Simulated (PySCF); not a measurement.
Molecular orbitals of BTe

BHandHLYP at R = 1.962 Å; basis B def2-SVPD, Te def2-SVPD with ECP28; scalar-relativistic core potentials; PySCF 2.14. State: ²Σ⁺ (doublet), unpaired electrons σ ↑. Only the outer orbitals are listed, counted within each symmetry, core potentials removing the inner ones.

```json
{"spin": "α", "orbital": "5σ", "occ.": "1", "ε (eV)": "-19.94", "on B (%)": "22", "main shells (%)": "75 Te s, 17 B s"}
{"spin": "α", "orbital": "6σ", "occ.": "1", "ε (eV)": "-12.94", "on B (%)": "53", "main shells (%)": "49 B s, 30 Te p, 16 Te s"}
{"spin": "α", "orbital": "7σ", "occ.": "1", "ε (eV)": "-9.24", "on B (%)": "66", "main shells (%)": "53 B p, 29 Te p, 13 B s"}
{"spin": "α", "orbital": "3π", "occ.": "1", "ε (eV)": "-8.21", "on B (%)": "28", "main shells (%)": "71 Te p, 27 B p"}
{"spin": "α", "orbital": "3π", "occ.": "1", "ε (eV)": "-8.21", "on B (%)": "28", "main shells (%)": "71 Te p, 27 B p"}
{"spin": "α", "orbital": "4π", "occ.": "0", "ε (eV)": "-1.29", "on B (%)": "63", "main shells (%)": "59 B p, 23 Te p, 14 Te d"}
{"spin": "α", "orbital": "4π", "occ.": "0", "ε (eV)": "-1.29", "on B (%)": "63", "main shells (%)": "59 B p, 23 Te p, 14 Te d"}
{"spin": "β", "orbital": "5σ", "occ.": "1", "ε (eV)": "-19.65", "on B (%)": "22", "main shells (%)": "76 Te s, 15 B s"}
{"spin": "β", "orbital": "6σ", "occ.": "1", "ε (eV)": "-11.78", "on B (%)": "39", "main shells (%)": "43 Te p, 36 B s, 17 Te s"}
{"spin": "β", "orbital": "3π", "occ.": "1", "ε (eV)": "-8.17", "on B (%)": "19", "main shells (%)": "80 Te p, 18 B p"}
{"spin": "β", "orbital": "3π", "occ.": "1", "ε (eV)": "-8.17", "on B (%)": "19", "main shells (%)": "80 Te p, 18 B p"}
{"spin": "β", "orbital": "7σ", "occ.": "0", "ε (eV)": "-2.97", "on B (%)": "86", "main shells (%)": "55 B s, 30 B p, 14 Te p"}
{"spin": "β", "orbital": "4π", "occ.": "0", "ε (eV)": "-0.67", "on B (%)": "65", "main shells (%)": "61 B p, 20 Te d, 15 Te p"}
{"spin": "β", "orbital": "4π", "occ.": "0", "ε (eV)": "-0.67", "on B (%)": "65", "main shells (%)": "61 B p, 20 Te d, 15 Te p"}
```

Task: Which are the highest filled and the lowest empty level, where do they sit, and how wide is the gap?

Result: Highest filled β 3π at -8.17 eV (in %: 80 Te p, 18 B p); lowest empty β 7σ at -2.97 eV (in %: 55 B s, 30 B p, 14 Te p); the gap at BHandHLYP is 5.20 eV.

| Item | Value |
| --- | --- |
| bond order (Mayer) | 2.52 |
| ⟨S²⟩ | 0.772 |
| charge on B (Mulliken, basis-dependent) | 0.03 |
| charge on B (Löwdin, basis-dependent) | -0.40 |
| dipole moment (positive dipole means B(−)Te(+)) | -0.14 D |

Spin–orbit coupling is left out. The state is the lowest determinant that a PBE0 search found; another state may lie lower at other levels.
